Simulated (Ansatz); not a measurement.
```yaml
crystal:
  periodic: [false, false, false]
  atoms:
    - {symbol: N, position_ang: [-1.052274, 3.516929, -2.177445]}
    - {symbol: Al, position_ang: [-0.461599, 0.843468, -0.658591]}
    - {symbol: N, position_ang: [1.964635, -1.216166, 0.122574]}
    - {symbol: Si, position_ang: [-0.477649, -2.653311, 2.171049]}
    - {symbol: H, position_ang: [0.137047, 4.410686, -3.301040]}
    - {symbol: H, position_ang: [-2.476260, 4.539004, -2.162029]}
    - {symbol: H, position_ang: [3.942705, -1.749629, -0.235074]}
    - {symbol: H, position_ang: [-1.310112, -5.559495, 1.422045]}
    - {symbol: H, position_ang: [0.494290, -2.855518, 4.780360]}
basis:
  gaussian: {orbitals: def2-TZVP}
hamiltonian: {xc: {name: wB97X}}
```

```sh
$ ansatz run in.yaml --threads 2 --pin off --events-out ev --progress --plain --max-ram 4352MiB
```

Output, abridged:

```
Functional definition: wB97X
1041 factors; their error is unknown
280 factors; integrals over basis functions are off by at most 4.4e-5 eV
mean field evaluation 1: about -17465.9263 eV, gradient 1.0e2 eV
mean field evaluation 2: about -17188.6244 eV, gradient 1.8e2 eV
mean field evaluation 4: about -17415.7979 eV, gradient 1.3e2 eV
mean field evaluation 8: about -17487.2758 eV, gradient 6.8e1 eV
mean field evaluation 16: about -17505.7415 eV, gradient 2.8e-3 eV
mean field evaluation 32: about -17505.7415 eV, gradient 6.7e-5 eV
mean field -17505.74146875 eV, -643.3241331587 hartree, gradient 6.4e-6 eV, S^2 0.000000; 2 other end points of the search recorded, 0 dependent functions left out
reference -17505.74141184 eV, -643.3241310676 hartree; 23, 23 occupied and 143, 143 virtual orbitals, 1041 factors
Total energy: -17505.74141184 eV, -643.3241310676 hartree
```

Question: What is wrong with this run?

Answer: The coordinates are in bohr but typed as ångström. Self-consistency was reached. The result belongs to that input, not to the molecule as meant.
